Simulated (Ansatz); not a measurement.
Total energies of C₂H₅GaO.

Cartesian coordinates in Å:
```
C -0.089 0.558 0.823
Ga -1.547 -2.198 -1.305
C 0.504 0.033 -0.468
O -0.266 -0.982 -1.031
H -1.089 0.964 0.649
H 0.535 1.353 1.240
H -0.166 -0.241 1.564
H 1.519 -0.343 -0.281
H 0.601 0.856 -1.190
```

The species carries charge 0 and has multiplicity 1. Correlated methods include outer-core shells of Ga, which these sets cover unevenly. Scalar relativity is left out up to krypton. The bonds changed during the relaxation, so this is another structure than the one it started from. Geometry: relaxed with PBE0-D4/def2-TZVP. Basis def2-TZVPP, Ansatz.

RPA on PBE orbitals: Hartree–Fock energy of these orbitals -2076.78733 Eh, correlation -1.26315 Eh (frozen core).

```
             functional  energy without D4 (Eh)  D4 term (kJ/mol)
                 revPBE             -2079.20090             -52.5
                   PBE0             -2078.95484             -13.9
                  B3LYP             -2079.44974             -26.6
HSE06 (plane-wave form)             -2078.94602             -13.0
                  BHLYP             -2079.27698             -20.1
                LC-ωPBE             -2079.03393                 –
                ωB97X-V             -2079.15957                 –
                ωB97M-V             -2079.21880                 –
                 B2PLYP             -2078.90250                 –
               PBE-QIDH             -2078.59131                 –
```

Problem. Give the same for LDA (SPW92), PBE, BLYP, r2SCAN, B97M-V, r2SCANh, r2SCAN0, CAM-B3LYP. (Estimate.)

Solution. The calculation gave: 
```
 functional  energy without D4 (Eh)  D4 term (kJ/mol)
LDA (SPW92)             -2075.07540                 –
        PBE             -2078.90806             -16.5
       BLYP             -2079.41294             -36.5
     r2SCAN             -2079.28800              -4.0
     B97M-V             -2078.99538                 –
    r2SCANh             -2079.26874              -4.3
    r2SCAN0             -2079.24138              -4.7
  CAM-B3LYP             -2079.44032             -14.2
```

B3LYP takes the VWN-RPA correlation (the form of Gaussian; ORCA's B3LYP/G). HSE06 is the plane-wave form, built on full-range PBE exchange. The double hybrids freeze the cores in their second-order part.

LC-ωPBE has ω = 0.4 bohr⁻¹.
